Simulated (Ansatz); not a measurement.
Al3P3H12, a cluster cut from zinc blende AlP (hydrogen-capped). Charge 0, multiplicity 1. Geometry PBE-D4/def2-SVP.

```xyz
18

Al   -1.899    1.149   -1.251
Al    0.801   -2.247   -0.895
Al    0.140    0.375    2.516
P    -0.731    1.851    0.776
P     1.544   -1.011    1.076
P    -0.174   -0.358   -2.099
H    -2.032    2.402   -2.240
H    -3.120    0.228   -0.780
H     2.083   -2.774   -1.698
H    -0.420   -3.169   -0.425
H     1.076    1.222    3.502
H    -1.081   -0.546    2.988
H     0.297    2.778    0.410
H    -1.597    2.782    1.436
H     2.715   -0.263    0.728
H     2.179   -1.966    1.933
H     0.890    0.430   -2.644
H    -0.671   -0.883   -3.335
```

**Question.** Estimate the orbital energies around the gap (eV) in Ansatz with HF/STO-3G, HF/def2-TZVP, PBE-D4/def2-SVP, PBE-D4/def2-TZVP, PBE0-D4/def2-TZVP.

**Answer.** 
```tsv
orbital	HF/STO-3G	HF/def2-TZVP	PBE-D4/def2-SVP	PBE-D4/def2-TZVP	PBE0-D4/def2-TZVP
HOMO−13	-13.64	-15.63	-10.48	-10.50	-12.00
HOMO−12	-13.44	-15.62	-10.46	-10.48	-12.00
HOMO−11	-13.02	-15.39	-10.46	-10.48	-11.95
HOMO−10	-12.76	-15.08	-10.24	-10.27	-11.67
HOMO−9	-12.76	-15.08	-10.24	-10.27	-11.67
HOMO−8	-10.29	-12.84	-8.36	-8.36	-9.66
HOMO−7	-9.92	-12.54	-8.36	-8.36	-9.59
HOMO−6	-9.92	-12.54	-8.31	-8.34	-9.59
HOMO−5	-8.96	-11.46	-7.30	-7.27	-8.37
HOMO−4	-8.96	-11.45	-7.10	-7.14	-8.37
HOMO−3	-8.83	-11.40	-7.10	-7.14	-8.35
HOMO−2	-7.67	-10.80	-7.00	-7.05	-8.29
HOMO−1	-7.62	-10.59	-6.75	-6.77	-7.90
HOMO	-7.62	-10.59	-6.75	-6.77	-7.90
LUMO	9.83	1.91	-1.75	-2.08	-1.28
LUMO+1	10.48	2.32	-1.14	-1.26	-0.49
LUMO+2	10.48	2.32	-1.14	-1.26	-0.49
LUMO+3	11.68	2.57	-1.07	-1.24	-0.45
LUMO+4	11.98	3.22	-0.49	-0.95	-0.07
LUMO+5	11.98	3.22	-0.49	-0.95	-0.07
```
